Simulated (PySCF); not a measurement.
PySCF input (M06-2X/def2-TZVPD):

```python
from pyscf import gto, scf, dft

mol = gto.M(
    atom='''
    Si   -0.02164825   -0.00523638    0.05757037
    C     1.56108989   -0.87300575   -0.43895432
    C    -1.19908335    0.25648086   -1.37413183
    N    -0.84642642   -1.14231206    1.11856558
    N     0.40551293    1.54908647    0.67408215
    H     2.23857305   -0.98149458    0.41095356
    H     2.07680459   -0.30050842   -1.21247200
    H     1.34908643   -1.87150409   -0.82299178
    H    -2.09670675    0.79253916   -1.05788763
    H    -1.51477133   -0.69958888   -1.79329876
    H    -0.71357731    0.84133983   -2.15788454
    H    -1.03180376   -0.81000233    2.06706249
    H    -0.27944324    2.27763336    0.79645004
    H     1.18926899    1.67662370    1.29406614
    ''',
    basis='def2-tzvpd',
    charge=0,
    spin=1,
    verbose=4,
)

mf = dft.UKS(mol, xc='m062x').density_fit(auxbasis='def2-universal-jkfit')
mf.grids.level = 4
mf.conv_tol = 1e-9
mf.max_cycle = 100
mf.max_memory = 1500
mf.kernel()
if not mf.converged:
    mf = mf.newton()
    mf.kernel(mf.make_rdm1())
for _ in range(2):
    mo, _, stable, _ = mf.stability(return_status=True)
    if stable:
        break
    mf.kernel(mf.make_rdm1(mo, mf.mo_occ))
mf.analyze()
```

Output:

```
PySCF version 2.14.0

[INPUT] verbose = 4
[INPUT] num. atoms = 14
[INPUT] num. electrons = 49
[INPUT] charge = 0
[INPUT] spin (= nelec alpha-beta = 2S) = 1
[INPUT] symmetry False subgroup None
[INPUT] Mole.unit = angstrom
[INPUT] Symbol           X                Y                Z      unit          X                Y                Z       unit  Magmom
[INPUT]  1 Si    -0.021648250000  -0.005236380000   0.057570370000 AA   -0.040909263576  -0.009895324084   0.108792232190 Bohr   0.0
[INPUT]  2 C      1.561089890000  -0.873005750000  -0.438954320000 AA    2.950032347927  -1.649741772671  -0.829503445995 Bohr   0.0
[INPUT]  3 C     -1.199083350000   0.256480860000  -1.374131830000 AA   -2.265939132026   0.484678581593  -2.596732817747 Bohr   0.0
[INPUT]  4 N     -0.846426420000  -1.142312060000   1.118565580000 AA   -1.599514118396  -2.158656942188   2.113782598565 Bohr   0.0
[INPUT]  5 N      0.405512930000   1.549086470000   0.674082150000 AA    0.766308377670   2.927349171569   1.273830648958 Bohr   0.0
[INPUT]  6 H      2.238573050000  -0.981494580000   0.410953560000 AA    4.230289974332  -1.854755948945   0.776589678315 Bohr   0.0
[INPUT]  7 H      2.076804590000  -0.300508420000  -1.212472000000 AA    3.924591889340  -0.567878611926  -2.291240013704 Bohr   0.0
[INPUT]  8 H      1.349086430000  -1.871504090000  -0.822991780000 AA    2.549403871067  -3.536630171103  -1.555229066968 Bohr   0.0
[INPUT]  9 H     -2.096706750000   0.792539160000  -1.057887630000 AA   -3.962201521027   1.497681955393  -1.999117891265 Bohr   0.0
[INPUT] 10 H     -1.514771330000  -0.699588880000  -1.793298760000 AA   -2.862502955043  -1.322031382991  -3.388843515922 Bohr   0.0
[INPUT] 11 H     -0.713577310000   0.841339830000  -2.157884540000 AA   -1.348465684604   1.589901856388  -4.077810789033 Bohr   0.0
[INPUT] 12 H     -1.031803760000  -0.810002330000   2.067062490000 AA   -1.949826520696  -1.530682563960   3.906181988462 Bohr   0.0
[INPUT] 13 H     -0.279443240000   2.277633360000   0.796450040000 AA   -0.528071190961   4.304103262573   1.505072447499 Bohr   0.0
[INPUT] 14 H      1.189268990000   1.676623700000   1.294066140000 AA    2.247392679538   3.168359606955   2.445430591673 Bohr   0.0

nuclear repulsion = 241.69145213382
number of shells = 112
number of NR pGTOs = 376
number of NR cGTOs = 272
basis = def2-tzvpd
ecp = {}

******** <class 'pyscf.df.df_jk.DFUKS'> ********
method = DFUKS
initial guess = minao
damping factor = 0
level_shift factor = 0
DIIS = <class 'pyscf.scf.diis.CDIIS'>
diis_start_cycle = 1
diis_space = 8
diis_damp = 0
SCF conv_tol = 1e-09
SCF conv_tol_grad = None
SCF max_cycles = 100
direct_scf = False
number electrons alpha = 25  beta = 24
XC library pyscf.dft.libxc version 7.1.2
    S. Lehtola, C. Steigemann, M. J. T. Oliveira, and M. A. L. Marques,  SoftwareX 7, 1–5 (2018)
XC functionals = m062x
    Y. Zhao and D. G. Truhlar,  Theor. Chem. Acc. 120, 215 (2008)
    Y. Zhao and D. G. Truhlar,  Theor. Chem. Acc. 120, 215 (2008)
radial grids:
    Treutler-Ahlrichs [JCP 102, 346 (1995); DOI:10.1063/1.469408] (M4) radial grids

becke partition: Becke, JCP 88, 2547 (1988); DOI:10.1063/1.454033
pruning grids: <function nwchem_prune>
grids dens level: 4
symmetrized grids: False
atomic radii adjust function: <function treutler_atomic_radii_adjust>
small_rho_cutoff = 0
[...]
  beta  nocc = 24  HOMO = -0.306928739842988  LUMO = -0.0694576228077111
  HOMO = -0.306928739843  LUMO = -0.0694576228077  gap/eV = 6.46192
Extra cycle  E= -480.616070199118  delta_E= -6.63e-11  |g|= 5.43e-06  |ddm|= 2.51e-05
converged SCF energy = -480.616070199118  <S^2> = 0.75415293  2S+1 = 2.0041486
uhf_internal: lowest eigs of H = [0.0740964  0.30541634 0.36309654]
<class 'pyscf.df.df_jk.DFUKS'> wavefunction is stable in the internal stability analysis
**** SCF Summaries ****
Total Energy =                        -480.616070199117758
Nuclear Repulsion Energy =             241.691452133820235
One-electron Energy =                -1139.213295601259915
Two-electron Energy =                  416.905773268321923
Two-electron Coulomb Energy =          465.846538790377565
DFT Exchange-Correlation Energy =      -48.940765522055656
HOMO-LUMO gap [eV] =                     6.461918234247515
**** MO energy ****
                             alpha | beta                alpha | beta
MO #1   energy= -67.0062208532652  | -67.0065548617679  occ= 1 | 1
MO #2   energy= -14.7460480745963  | -14.7366815697105  occ= 1 | 1
MO #3   energy= -14.7196565956962  | -14.7197410842424  occ= 1 | 1
MO #4   energy= -10.5085457683488  | -10.5080932509348  occ= 1 | 1
MO #5   energy= -10.5085387078499  | -10.508087240677   occ= 1 | 1
MO #6   energy= -5.54271154610123  | -5.54296368498053  occ= 1 | 1
MO #7   energy= -3.85395969084049  | -3.85412084313321  occ= 1 | 1
MO #8   energy= -3.85355537067003  | -3.85400607835827  occ= 1 | 1
MO #9   energy= -3.85332735855365  | -3.85369725692762  occ= 1 | 1
MO #10  energy= -0.952011357315353 | -0.948912282806219 occ= 1 | 1
MO #11  energy= -0.920291255577035 | -0.8657316922353   occ= 1 | 1
MO #12  energy= -0.790212172226096 | -0.786191451023889 occ= 1 | 1
MO #13  energy= -0.771292420609161 | -0.769399249881599 occ= 1 | 1
MO #14  energy= -0.574917728453881 | -0.56985950780932  occ= 1 | 1
MO #15  energy= -0.5589373988861   | -0.558886290444092 occ= 1 | 1
MO #16  energy= -0.519002432663463 | -0.509304560778119 occ= 1 | 1
MO #17  energy= -0.475993219560146 | -0.475266996850189 occ= 1 | 1
MO #18  energy= -0.462236623241083 | -0.456676981289455 occ= 1 | 1
MO #19  energy= -0.453934600595755 | -0.453349896857983 occ= 1 | 1
MO #20  energy= -0.453029280913424 | -0.448501931996238 occ= 1 | 1
MO #21  energy= -0.398746348709975 | -0.388639120590616 occ= 1 | 1
MO #22  energy= -0.396147485917327 | -0.366584265740769 occ= 1 | 1
MO #23  energy= -0.383939739433668 | -0.364639298247391 occ= 1 | 1
MO #24  energy= -0.335473069323353 | -0.306928739842988 occ= 1 | 1
MO #25  energy= -0.318846484601275 | -0.0694576228077111 occ= 1 | 0
MO #26  energy= 0.00595951497176441 | 0.00384890034857222 occ= 0 | 0
MO #27  energy= 0.0362066035728952 | 0.037971802101074  occ= 0 | 0
MO #28  energy= 0.0377957781887018 | 0.0396404495085735 occ= 0 | 0
MO #29  energy= 0.0531233577611773 | 0.0506707138519966 occ= 0 | 0
MO #30  energy= 0.0731903888462583 | 0.0738480640827413 occ= 0 | 0
MO #31  energy= 0.0758997373767834 | 0.0749135263657084 occ= 0 | 0
MO #32  energy= 0.0842163316184745 | 0.0833035051971906 occ= 0 | 0
MO #33  energy= 0.0929050993455569 | 0.0901757251429456 occ= 0 | 0
MO #34  energy= 0.0998651638686115 | 0.0994391664618867 occ= 0 | 0
MO #35  energy= 0.112230615195113  | 0.112979696667525  occ= 0 | 0
MO #36  energy= 0.125954915196295  | 0.122137097716664  occ= 0 | 0
MO #37  energy= 0.129309640188057  | 0.12976659274577   occ= 0 | 0
MO #38  energy= 0.131696640776835  | 0.131408548165008  occ= 0 | 0
MO #39  energy= 0.132050691275482  | 0.13576747092488   occ= 0 | 0
MO #40  energy= 0.148435076052126  | 0.148297109819945  occ= 0 | 0
MO #41  energy= 0.151278641841997  | 0.149370995735882  occ= 0 | 0
MO #42  energy= 0.161627350240203  | 0.160922234901996  occ= 0 | 0
MO #43  energy= 0.166707609232902  | 0.164463156276795  occ= 0 | 0
MO #44  energy= 0.171810811082464  | 0.173456521927444  occ= 0 | 0
MO #45  energy= 0.180191017591069  | 0.177799620436698  occ= 0 | 0
MO #46  energy= 0.190820508038164  | 0.18810901407277   occ= 0 | 0
MO #47  energy= 0.201768939459316  | 0.20156149459179   occ= 0 | 0
MO #48  energy= 0.219754816272029  | 0.222777513782281  occ= 0 | 0
MO #49  energy= 0.227029768075926  | 0.225867328953002  occ= 0 | 0
MO #50  energy= 0.235492895147038  | 0.229071051543235  occ= 0 | 0
MO #51  energy= 0.239094736421393  | 0.235107605928006  occ= 0 | 0
MO #52  energy= 0.247918342393847  | 0.248111752441903  occ= 0 | 0
MO #53  energy= 0.256686434818819  | 0.255561581492528  occ= 0 | 0
MO #54  energy= 0.261208751118512  | 0.260946682802511  occ= 0 | 0
MO #55  energy= 0.264965247245621  | 0.26467892948999   occ= 0 | 0
MO #56  energy= 0.270561257298058  | 0.268978764151258  occ= 0 | 0
MO #57  energy= 0.280669374793626  | 0.280280731276892  occ= 0 | 0
MO #58  energy= 0.286137737408927  | 0.285194506940675  occ= 0 | 0
MO #59  energy= 0.286179864530877  | 0.285870899387433  occ= 0 | 0
MO #60  energy= 0.292271310892811  | 0.298157742828127  occ= 0 | 0
MO #61  energy= 0.297847974686084  | 0.299294622341508  occ= 0 | 0
MO #62  energy= 0.307122999745854  | 0.306820935196638  occ= 0 | 0
MO #63  energy= 0.307999288594285  | 0.30857608081945   occ= 0 | 0
MO #64  energy= 0.31190939950019   | 0.311081542696048  occ= 0 | 0
MO #65  energy= 0.32494004940057   | 0.325580542226016  occ= 0 | 0
MO #66  energy= 0.325562733532322  | 0.325870363631311  occ= 0 | 0
MO #67  energy= 0.332683009851429  | 0.33019081886102   occ= 0 | 0
MO #68  energy= 0.335961794161303  | 0.331373521034698  occ= 0 | 0
MO #69  energy= 0.348200155855572  | 0.348540236215067  occ= 0 | 0
MO #70  energy= 0.351062573398675  | 0.350646493900819  occ= 0 | 0
MO #71  energy= 0.353672672167143  | 0.353369928132938  occ= 0 | 0
MO #72  energy= 0.359222158635947  | 0.353383452723094  occ= 0 | 0
MO #73  energy= 0.367236759578046  | 0.366650305172982  occ= 0 | 0
MO #74  energy= 0.377200364393071  | 0.370854929224221  occ= 0 | 0
MO #75  energy= 0.378382190713712  | 0.375847333890704  occ= 0 | 0
MO #76  energy= 0.410256366306202  | 0.407979278137071  occ= 0 | 0
MO #77  energy= 0.418797856495478  | 0.418901326967561  occ= 0 | 0
MO #78  energy= 0.423942659474011  | 0.42291732848177   occ= 0 | 0
MO #79  energy= 0.427637747921916  | 0.426153216871419  occ= 0 | 0
MO #80  energy= 0.432032305027787  | 0.431438209083281  occ= 0 | 0
MO #81  energy= 0.445559250237458  | 0.438614569880313  occ= 0 | 0
MO #82  energy= 0.449621269028415  | 0.446359660730072  occ= 0 | 0
MO #83  energy= 0.450500227893502  | 0.448020721299453  occ= 0 | 0
MO #84  energy= 0.456575889171437  | 0.457549434758274  occ= 0 | 0
MO #85  energy= 0.467600806603487  | 0.465392592625721  occ= 0 | 0
MO #86  energy= 0.474142396368588  | 0.469524461426897  occ= 0 | 0
MO #87  energy= 0.477063773361091  | 0.47941468856827   occ= 0 | 0
MO #88  energy= 0.483540397916351  | 0.482796823963373  occ= 0 | 0
MO #89  energy= 0.487099530708385  | 0.486690152251191  occ= 0 | 0
MO #90  energy= 0.504768858897864  | 0.499952213679375  occ= 0 | 0
MO #91  energy= 0.512720927263752  | 0.508379917529366  occ= 0 | 0
MO #92  energy= 0.519854052247141  | 0.515496165816389  occ= 0 | 0
MO #93  energy= 0.52377562150867   | 0.519106967938377  occ= 0 | 0
MO #94  energy= 0.538912372179048  | 0.54076662127515   occ= 0 | 0
MO #95  energy= 0.551583903290174  | 0.548534322886538  occ= 0 | 0
MO #96  energy= 0.575890256818026  | 0.575178256296325  occ= 0 | 0
MO #97  energy= 0.58953533358921   | 0.588556297008201  occ= 0 | 0
MO #98  energy= 0.597584242861935  | 0.595413978395616  occ= 0 | 0
MO #99  energy= 0.6090001200136    | 0.606247291960266  occ= 0 | 0
MO #100 energy= 0.627739165390244  | 0.626561977197363  occ= 0 | 0
MO #101 energy= 0.632999686359516  | 0.632909630123659  occ= 0 | 0
MO #102 energy= 0.650792699689737  | 0.650085474624652  occ= 0 | 0
MO #103 energy= 0.663485989024782  | 0.662342277952419  occ= 0 | 0
MO #104 energy= 0.665936105134653  | 0.664605194629083  occ= 0 | 0
[...]
```

It need not be the lowest isomer of its formula.
